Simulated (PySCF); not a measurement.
Shapes and spin states of SmH₂

Computed with PBE0/[Sm def2-TZVP with ECP28, H def2-TZVP], scalar-relativistic core potentials, density fitting, no spin–orbit coupling, PySCF.

Relaxations began from a few typed shapes and spin states; open shells are unrestricted. The search is not exhaustive: other isomers or separated fragments can lie lower, and high-lying points may rest on an excited occupation.

Q: Which is the lowest minimum found?
A. septet D∞h: Sm–H 2.232 Å (×2); H–Sm–H 180.0°
B. septet C2v: Sm–H 2.135 Å (×2); H–Sm–H 114.2°
C. septet C2v: Sm–H 2.134 Å (×2); H–Sm–H 115.2°
D. broken-symmetry Ms = 2 (⟨S²⟩ 8.00) C2v: H–H 0.855 Å, Sm–H 2.298 Å (×2); H–H–Sm 79.3° (×2), H–Sm–H 21.4°
E. broken-symmetry Ms = 2 (⟨S²⟩ 7.13) C2v: Sm–H 1.988 Å (×2); H–Sm–H 118.1°

A: C. The others lie at 0.4 (septet C2v), 29.0 (septet D∞h, a saddle point), 107.4 (broken-symmetry Ms = 2 C2v), 176.4 (broken-symmetry Ms = 2 C2v) kJ/mol above it.

Formally Sm is in oxidation state +2, with 6 electrons left for the f, d and s shells; the Mulliken f population is 6.00 and the spin on Sm 6.11.

For the lowest minimum: the spin densities have lower symmetry than the nuclear frame. Other spin states or occupations of the open shell can lie lower. The pruned grid is coarse for the open f shell: energies are uncertain by about 2 kJ/mol and soft modes are noisy. Spin–orbit coupling, left out here, can matter for elements this heavy.

The electron or spin density has lower symmetry than the nuclear frame for the septet D∞h at 29.0 kJ/mol, broken-symmetry Ms = 2 (⟨S²⟩ 8.00) C2v at 107.4 kJ/mol.
